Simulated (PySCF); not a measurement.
Vertical excitations of a molecule C3H5NOSi from PySCF with TDA-PBE/def2-SVPD, as energy in eV (oscillator strength): 3.03 (0.001), 4.35 (0.006), 4.88 (0.046), 5.32 (0.015), 5.78 (0.003), 5.94 (0.005), 6.10 (0.063), 6.25 (0.034), 6.31 (0.004), 6.73 (0.021). Lowest triplet (TDA): 2.58 eV. Geometry optimised at PBE0-D3(BJ)/def2-SVP. Other conformers were not sampled.

### Question
Which structure fits?
(A) C=C1N=CO[SiH2]1
(B) O=C1C=NC[SiH2]1
(C) N#CCC(=O)[SiH3]
(D) O[Si@@H]1C=CC=N1

### Answer
D, O[Si@@H]1C=CC=N1
